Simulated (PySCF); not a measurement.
## Two-photon absorption: `C#CC=C1C=CC=C1`, C8H6

Cartesian coordinates in Å; atom numbers follow the order of the lines, from 1:
```xyz
14

C     3.4576    0.4044    0.8261
C     2.4499   -0.2129    0.5420
C     1.2965   -0.9596    0.2083
C     0.0408   -0.4487    0.1253
C    -0.3757    0.9365    0.3554
C    -1.7164    0.9945    0.1641
C    -2.2095   -0.3437   -0.1945
C    -1.1649   -1.2071   -0.2187
H     4.3452    0.9555    1.0777
H     1.4449   -2.0265    0.0048
H     0.2988    1.7462    0.6294
H    -2.3438    1.8822    0.2568
H    -3.2525   -0.5850   -0.4039
H    -1.1848   -2.2722   -0.4473
```

Level of theory: TDDFT CAM-B3LYP/aug-cc-pVDZ excited states, vertical, gas phase in PySCF 2.14.0. Geometry: PBE0-D3(BJ)/def2-SVP.

Give the one- and two-photon strengths of the lowest singlets.

δ for parallel linear polarisation; σ at the peak of a Lorentzian of half width 0.1 eV, single beam; Ω is circular over linear.
| state | E (eV) | f | photon λ (nm) | δ (au) | σ (GM) | Ω | main |
| --- | --- | --- | --- | --- | --- | --- | --- |
| S1 | 3.07 | 0.004 | 807 | 0.47 | 0.00 | 1.10 | HOMO→LUMO 0.99 |
| S2 | 4.36 | 0.583 | 569 | 221 | 1.54 | 0.42 | HOMO−1→LUMO 0.95 |
| S3 | 4.62 | 0.000 | 537 | <0.1 | 0.00 | – | HOMO−2→LUMO 0.94 |
| S4 | 5.78 | 0.001 | 429 | 96.8 | 1.18 | 1.50 | HOMO→LUMO+1 0.67, HOMO→LUMO+2 0.21 |
| S5 | 5.95 | 0.000 | 417 | 3.86 | 0.05 | 1.50 | HOMO−1→LUMO+8 0.31, HOMO−1→LUMO+1 0.19 |
| S6 | 6.21 | 0.027 | 399 | 26.8 | 0.38 | 1.50 | HOMO→LUMO+3 0.70 |

Among these, the strongest one-photon state is S2, the strongest two-photon state S2, with a dipole change of 1.7 D (relaxed, norm of the difference vector).
